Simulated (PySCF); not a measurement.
**Unknown compound**

An unknown has the formula C2H13O2PSi3. Its calculated NMR data are:

¹H NMR (500 MHz, computed): δ 5.43 (m, 2H), 4.10 (m, 6H), 4.06 (m, 2H), 3.96 (m, 2H), 1.58 (br s, 1H).

¹³C{¹H} NMR (computed): δ 68.7, 65.5.

All values are calculated (PySCF 2.14): GIAO PBE0/pcSseg-1 shieldings, coordinates at the GFN2-xTB level. Non-relativistic Hamiltonian, one conformer, one averaged value for each set of equivalent atoms, isolated molecule.

Chemical shifts δ = σref − σ; ¹H and ¹³C against TMS, all at this level.

Question: Which of these isomers gave the spectra?
A. C[SiH2]O[Si@@](C)(P)O[SiH3]
B. OCCO[SiH2]P([SiH3])[SiH3]
C. C[C@@H]([SiH3])O[Si@@H](P)O[SiH3]

Answer: B. 

1. 2 carbon signals for 2 carbons: no two carbons are equivalent.
2. Carbon types of the structure: 2 × CH2, leaving 9 H on heteroatoms.
3. δC 68.7, 65.5: sp3 CH2 bonded to O; the inductive effect lowers its shielding.
4. δH 5.43: hydrogen on a silicon bonded to O, P.
5. δH 4.10: hydrogen on a silicon bonded to P.
6. δH 4.06, 3.96: hydrogen on an sp3 CH2 bonded to O; its carbon carries O, an electronegative neighbour.
7. δH 1.58: hydrogen on an alcohol oxygen; exchangeable, gas-phase position.

The others: C[SiH2]O[Si@@](C)(P)O[SiH3] would give 6 signals for carbon-bound and other non-exchanging H, not 4; C[C@@H]([SiH3])O[Si@@H](P)O[SiH3] would give 6 signals for carbon-bound and other non-exchanging H, not 4.

OH and NH positions are those of a molecule without intermolecular hydrogen bonds; in solution they move with solvent, concentration and temperature, and exchange usually removes their couplings. Splittings by ³¹P in the carbon and heteronuclear signals aren't shown, as no couplings were computed. Shifts are as computed. Against solution values, carbons near 30 ppm lie about +3 ppm off and those near 130 ppm about +5 ppm. Of 1211 compounds with measured shifts, 218 miss one by over three times the rms of a fit or turn the order of signals round; such compounds aren't used in these exercises. No couplings were computed; multiplicities are counted from neighbouring protons, with m where these are inequivalent, close in shift, in a saturated or five-membered ring or joined by F or P, and br s for small geminal =CH2 splittings.
